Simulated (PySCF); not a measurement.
CH₇ClO₂Si₂ (SMILES C[Si](O)(O)[SiH2]Cl), singlet, at a GFN2-xTB geometry, with bond 10-4 at 1.4 times its length; PySCF with CASSCF(4,4)/STO-3G.

The PySCF input:
```python
from pyscf import gto, scf, mcscf
import numpy

mol = gto.Mole()
mol.atom = '''
    Si    1.21726377   -0.24953734   -0.63991059
    Cl    1.57151952   -1.90664297    0.49116994
    Si   -0.77321940    0.71566838   -0.01734826
    C    -2.30916511   -0.39880863   -0.22465286
    O    -0.77154882    1.33854712    1.49923645
    O    -0.81965775    2.01196224   -0.99521852
    H     2.42144539    0.57095560   -0.46307175
    H     1.25221258   -0.72523279   -2.02658960
    H    -2.20270625   -1.33317436    0.31967444
    H    -3.57205195    0.28398068    0.28433377
    H    -2.47261924   -0.65134075   -1.26778734
    H    -0.74252494    0.77589323    2.26674068
    H    -1.39239017    2.74987396   -0.80036647
'''
mol.basis = 'sto-3g'
mol.verbose = 4
mol.build()

mf = scf.RHF(mol)
mf.kernel()
mc = mcscf.CASSCF(mf, 4, 4)
mc.fix_spin_(ss=0.0)
mc.kernel()
occ = numpy.linalg.eigvalsh(mc.fcisolver.make_rdm1(mc.ci, mc.ncas, mc.nelecas))[::-1]
ss = mc.fcisolver.spin_square(mc.ci, mc.ncas, mc.nelecas)[0]
print('natural occupations', occ.round(4), ' <S^2>', round(ss, 4))
```

Output, abridged:

```
PySCF version 2.14.0

[INPUT] verbose = 4
[INPUT] num. atoms = 13
[INPUT] num. electrons = 74
[INPUT] charge = 0
[INPUT] spin (= nelec alpha-beta = 2S) = 0
[INPUT] symmetry False subgroup None
[INPUT] Mole.unit = angstrom
[INPUT] Symbol           X                Y                Z      unit          X                Y                Z       unit  Magmom
[...]
nuclear repulsion = 456.847663281876
number of shells = 31
number of NR pGTOs = 147
number of NR cGTOs = 49
basis = sto-3g
ecp = {}

******** <class 'pyscf.scf.hf.RHF'> ********
method = RHF
initial guess = minao
damping factor = 0
level_shift factor = 0
DIIS = <class 'pyscf.scf.diis.CDIIS'>
diis_start_cycle = 1
diis_space = 8
diis_damp = 0
SCF conv_tol = 1e-09
SCF conv_tol_grad = None
SCF max_cycles = 50
direct_scf = True
direct_scf_tol = 1e-13
Set gradient conv threshold to 3.16228e-05
Initial guess from minao.
init E= -1214.77799797379
[...]
cycle= 1 E= -1214.83610289121  delta_E= -0.0581  |g|= 0.59  |ddm|=  4.1
[...]
cycle= 2 E= -1214.96974005224  delta_E= -0.134  |g|= 0.137  |ddm|= 1.11
[...]
cycle= 3 E= -1214.97681008883  delta_E= -0.00707  |g|= 0.0292  |ddm|= 0.243
[...]
cycle= 4 E= -1214.97732273803  delta_E= -0.000513  |g|= 0.00759  |ddm|= 0.077
[...]
cycle= 5 E= -1214.97735002032  delta_E= -2.73e-05  |g|= 0.00151  |ddm|= 0.0159
[...]
cycle= 6 E= -1214.97735171259  delta_E= -1.69e-06  |g|= 0.000358  |ddm|= 0.0045
[...]
cycle= 7 E= -1214.97735181851  delta_E= -1.06e-07  |g|= 8.38e-05  |ddm|= 0.00116
[...]
cycle= 8 E= -1214.97735182422  delta_E= -5.71e-09  |g|= 1.95e-05  |ddm|= 0.000276
[...]
cycle= 9 E= -1214.97735182449  delta_E= -2.74e-10  |g|= 4.05e-06  |ddm|= 5.99e-05
[...]
Extra cycle  E= -1214.9773518245  delta_E= -5.91e-12  |g|= 1.62e-06  |ddm|= 8.99e-06
converged SCF energy = -1214.9773518245

******** <class 'pyscf.mcscf.mc1step.CASSCF'> ********
CAS (2e+2e, 4o), ncore = 35, nvir = 10
max_cycle_macro = 50
max_cycle_micro = 4
conv_tol = 1e-07
conv_tol_grad = None
orbital rotation max_stepsize = 0.02
orbital rotation threshold for CI restart = 0.01
augmented hessian ah_max_cycle = 30
augmented hessian ah_conv_tol = 1e-12
augmented hessian ah_linear dependence = 1e-14
augmented hessian ah_level shift = 1e-08
augmented hessian ah_start_tol = 2.5
augmented hessian ah_start_cycle = 3
augmented hessian ah_grad_trust_region = 3
kf_trust_region = 3
kf_interval = 4
ci_response_space = 4
ci_grad_trust_region = 3
with_dep4 0
natorb = False
canonicalization = True
sorting_mo_energy = False
[...]
CASCI E = -1214.97875235671  S^2 = 0.0000000
[...]
macro iter  15 ( 21 JK    4 micro), CASSCF E = -1214.99895277499  dE = -6.78046270e-04  S^2 = 0.0000000
               |grad[o]|=0.00578  |grad[c]|=0.00151  |ddm|=0.0011  |maxRot[o]|=0.0347
macro iter  16 ( 21 JK    4 micro), CASSCF E = -1214.99894056629  dE =  1.22086960e-05  S^2 = 0.0000000
               |grad[o]|=0.00438  |grad[c]|=0.00259  |ddm|=0.00178  |maxRot[o]|=0.00285
macro iter  17 ( 21 JK    4 micro), CASSCF E = -1214.99928269776  dE = -3.42131467e-04  S^2 = 0.0000000
               |grad[o]|=0.00438  |grad[c]|=0.00139  |ddm|=0.00146  |maxRot[o]|=0.0222
macro iter  18 ( 21 JK    4 micro), CASSCF E = -1214.99927836042  dE =  4.33733453e-06  S^2 = 0.0000000
               |grad[o]|=0.00347  |grad[c]|=0.00188  |ddm|=0.00108  |maxRot[o]|=0.00196
macro iter  19 ( 21 JK    4 micro), CASSCF E = -1214.99950403684  dE = -2.25676417e-04  S^2 = 0.0000000
               |grad[o]|=0.00351  |grad[c]|=0.00117  |ddm|=0.00088  |maxRot[o]|=0.018
macro iter  20 ( 21 JK    4 micro), CASSCF E = -1214.99949985805  dE =  4.17879301e-06  S^2 = 0.0000000
               |grad[o]|=0.00274  |grad[c]|=0.00156  |ddm|=0.000634  |maxRot[o]|=0.00132
macro iter  21 ( 16 JK    3 micro), CASSCF E = -1214.99970163986  dE = -2.01781816e-04  S^2 = 0.0000000
               |grad[o]|=0.00277  |grad[c]|=0.000862  |ddm|=0.000523  |maxRot[o]|=0.0218
macro iter  22 ( 21 JK    4 micro), CASSCF E = -1214.99969732223  dE =  4.31763374e-06  S^2 = 0.0000000
               |grad[o]|=0.00182  |grad[c]|=0.00143  |ddm|=0.000501  |maxRot[o]|=0.00341
macro iter  23 ( 24 JK    4 micro), CASSCF E = -1214.99981911590  dE = -1.21793668e-04  S^2 = 0.0000000
               |grad[o]|=0.00187  |grad[c]|=0.000366  |ddm|=0.000185  |maxRot[o]|=0.0209
macro iter  24 (  5 JK    1 micro), CASSCF E = -1214.99985519974  dE = -3.60838417e-05  S^2 = 0.0000000
               |grad[o]|=0.000895  |grad[c]|=0.000915  |ddm|=0.000242  |maxRot[o]|=0.0185
macro iter  25 (  3 JK    1 micro), CASSCF E = -1214.99985521872  dE = -1.89779712e-08  S^2 = 0.0000000
               |grad[o]|=4.62e-05  |grad[c]|=2.69e-05  |ddm|=1.67e-05  |maxRot[o]|=0.000486
1-step CASSCF converged in  25 macro (480 JK  92 micro) steps
CASSCF canonicalization
Density matrix diagonal elements [1.98206369 1.97933007 0.02193108 0.01667515]
CASSCF energy = -1214.99985521872
CASCI E = -1214.99985521872  E(CI) = -3.89710615821059  S^2 = 0.0000000
natural occupations [1.9838 1.9777 0.0244 0.0141]  <S^2> 0.0
```
